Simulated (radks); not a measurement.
Correlation energies from several functionals, in hartree. Species: Pb3+ [Xe] 4f14 5d10 6s1; As [Ar] 3d10 4s2 4p3; Ag45+ [He]; Mg+ [Ne] 3s1. All-electron calculation, non-relativistic Kohn-Sham, exchange-only LDA, spin-polarised, spherical densities, point nucleus. Program: a radial shooting solver on a logarithmic mesh with Libxc functionals. Every spin shell is full or empty, so the densities are truly spherical. Functionals are evaluated on that one density, not self-consistently.

\begin{tabular}{lrrrr}
functional & Pb3+ & As & Ag45+ & Mg+ \\ \hline
PW92 & -8.4069 & -2.9243 & -0.29328 & -0.84045 \\
PZ & -8.4137 & -2.9187 & -0.29480 & -0.83730 \\
Wigner & -4.2853 & -1.6696 & -0.11207 & -0.53657 \\
PBEsol & -5.5318 & -1.7819 & -0.063100 & -0.45050 \\
LYP & -4.3565 & -1.5555 & -0.050074 & -0.42775 \\
P86 & -5.5507 & -1.7695 & -0.24136 & -0.42653 \\
PW91 & -5.3086 & -1.6886 & -0.075419 & -0.41965 \\
AM05 & -7.9300 & -2.6992 & -0.25547 & -0.75705 \\
OP (B88) & -4.2816 & -1.4948 & -0.083222 & -0.41713 \\
TPSS & -4.9430 & -1.5573 & -0.049239 & -0.38234 \\
B95 & -6.1586 & -1.8563 & -0.10638 & -0.44068 \\
Tao-Mo & -4.8387 & -1.4829 & -0.033590 & -0.34305 \\
\end{tabular}
